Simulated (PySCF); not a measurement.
A structure optimised at TPSSh-D3(BJ)/def2-SVP, used in a PySCF frequency run:

```xyz
13

C     -3.3011     0.6049     0.3858
C     -2.0852     0.1268     0.5001
C     -0.8679    -0.3520     0.6096
C      0.0809    -0.5277    -0.5474
C      1.4860    -0.0684    -0.2111
O      1.9190     0.1262     0.9001
O      2.2368     0.0721    -1.3252
H     -3.5036     1.6772     0.4839
H     -4.1573    -0.0511     0.1934
H     -0.4859    -0.6408     1.5962
H      0.1664    -1.5975    -0.8194
H     -0.2683    -0.0101    -1.4523
H      3.1265     0.3353    -1.0227
```

Problem. Write its SMILES and formula.

Solution. C=C=CCC(=O)O, C5H6O2

Problem. What are its rotational constants (standard atomic weights)?

Solution. 7.9649, 1.1888, 1.0984 GHz
